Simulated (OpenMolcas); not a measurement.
An OpenMolcas run meant for C²⁺ (ANO-RCC-VDZ, DKH2; inactive shells 1s; intended active space 2 electrons in 4 orbitals (2s 2p)). One step of its input:

```
&CASPT2
Multistate=3 1 2 3
Frozen=0 0
IPEA=0.25
Shift=5.0
MaxIter=60
WThr=0.0 0.3 0.05
PrWF=0.5
NoMix
```

The run finished. Its levels beside those of a sound run (SS-CASPT2, IPEA 0.25 Eh, imaginary shift 0.1 Eh (closed shells correlated: 1s)), in cm-1 above each run's lowest level:

```tsv
Level	This run	Usual run
2s2 1S0	0.0	0.0
2s 2p 3P* 0	53175	53312
2s 2p 3P* 1	53202	53339
2s 2p 3P* 2	53255	53392
2s 2p 1P* 1	113381	113316
2p2 3P0	139153	139202
2p2 3P1	139179	139228
2p2 3P2	139231	139280
2p2 1D2	156166	156067
2p2 1S0	195393	193566
```

Q: Which setting is unsound, and how much does it matter here?

A: The level shift is far above the usual 0.1 to 0.3 hartree and damps the second-order energy. Against the sound run the excited levels shown move by 280 cm-1 on average and by 1800 cm-1 at most.

Levels of configurations outside the active space are missing.

* marks odd parity.
